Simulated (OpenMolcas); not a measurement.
2s² 2p along the 5-electron sequence

* Program: OpenMolcas
* Method: XMS-RASPT2, IPEA 0.25 Eh, imaginary shift 0.1 Eh
* Basis: ANO-RCC-VTZP
* Scalar Hamiltonian: DKH2, point nucleus
* Spin-orbit coupling: RASSI with atomic mean-field integrals over the reference wave functions, term energies averaged over their components

Active space for each ion: 3 electrons in 9 orbitals (RAS2 2s 2p; RAS3 3d, at most 2 electrons); closed shells correlated by CASPT2: 1s.

Computed levels in cm-1 above ²P°_1/2:

```json
{"Level": "²P°_3/2", "N2+": "157", "O3+": "359", "F4+": "700", "Ne5+": "1232"}
{"Level": "weight of ²P° in the lowest level (%)", "N2+": "100", "O3+": "100", "F4+": "100", "Ne5+": "100"}
```

Measured, with the error of the calculation in %. Measured levels: N2+ from Moore, Selected Tables of Atomic Spectra, NSRDS-NBS 3, section 5; O3+ from Moore, Selected Tables of Atomic Spectra, NSRDS-NBS 3, section 10; F4+ from Moore, Atomic Energy Levels, vol. I, NSRDS-NBS 35 (1971 reprint of NBS Circular 467, 1949); Ne5+ from NIST levels in Podobedova, Fuhr, Reader and Wiese, J. Phys. Chem. Ref. Data 33, 525 (2004).

```csv
Level,N2+,O3+,F4+,Ne5+
²P°_3/2,174 (-10.1),386 (-7.0),746 (-6.1),1310 (-6.0)
```

The fine-structure level ²P°_3/2 changes by a factor of 7.85 from N2+ to Ne5+. Its fourth root runs 3.54, 4.35, 5.14, 5.92, with steps per unit of Z of 0.81, 0.79, 0.78; equal steps would mean a (Z - σ)^4 law with constant σ.

Active for correlation alone: 3d; no level in the range computed is led by a configuration that fills it, so any true level of that kind is missing. Measured partners are found by configuration, term and J. A level has none where our copy of the source lacks it or the pairing is in doubt (some pairs that miss far off the trend of their configuration count as doubtful), and it then counts in no deviation. Only configurations of the active space appear.

° marks odd parity.
